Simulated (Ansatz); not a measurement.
`F[BH][AlH][F]` + CH₃SH → `C[S][AlH][F]` + `BF` at 298.15 K and 1 bar (cleavage of the Al–B bond).

Gas-phase electronic energies from Ansatz, PBE0-D4/def2-TZVP geometries. CBS: MP2 limit from def2 TZ/QZ plus the TZ coupled-cluster correction, frozen cores. This one scheme is used for every species. One conformer a species, not always the lowest.

```json
{"species": "`F[BH][AlH][F]`", "CCSD(T)/CBS energy (Eh)": "-467.68823", "H − E (kJ/mol)": "80.0", "S (J/(mol·K))": "323.3"}
{"species": "CH₃SH", "CCSD(T)/CBS energy (Eh)": "-438.22835", "H − E (kJ/mol)": "133.0", "S (J/(mol·K))": "253.2"}
{"species": "`C[S][AlH][F]`", "CCSD(T)/CBS energy (Eh)": "-780.15488", "H − E (kJ/mol)": "147.1", "S (J/(mol·K))": "333.6"}
{"species": "`BF`", "CCSD(T)/CBS energy (Eh)": "-125.82039", "H − E (kJ/mol)": "69.3", "S (J/(mol·K))": "222.5"}
```

H − E and S are ideal-gas, rigid-rotor, harmonic terms from PBE0-D4/def2-TZVP, for one conformer and one mirror image of each species. 1 Eh = 2625.50 kJ/mol, R = 8.31446 J/(mol·K).

**Question.** By hand: ΔE, ΔH, ΔS and ΔG.

**Answer.** ΔE = (-780.15488) + (-125.82039) − (-467.68823) − (-438.22835) = -0.05869 Eh = -154.1 kJ/mol. Δ(H − E) = 147.1 + 69.3 − 80.0 − 133.0 = 3.4, so ΔH = -150.7 kJ/mol. ΔS = 333.6 + 222.5 − 323.3 − 253.2 = -20.4 J/(mol·K). ΔG = -150.7 − 298.15 × (-20.4)/1000 = -144.6 kJ/mol.

**Question.** By hand: the equilibrium constant, and the temperature at which ΔG would vanish if ΔH and ΔS stayed fixed.

**Answer.** log₁₀ K = −ΔG/(RT ln 10) = 25.3. ΔG = 0 at ΔH/ΔS = 7387 K, far beyond where these terms or the molecules hold.

ΔH outweighs TΔS. A doubt of 5 kJ/mol in ΔE shifts log₁₀ K by 0.9 here. Other conformers and mirror images would add mixing entropy, several J/(mol·K) or more a flexible species. Modes under 60 cm⁻¹, often nearly free rotors, make the harmonic entropy too high. These are equilibria of isolated gas molecules and say nothing of rates. Largest T1 diagnostic: 0.014 (customary marks: 0.02 for closed shells, 0.045 for open ones).
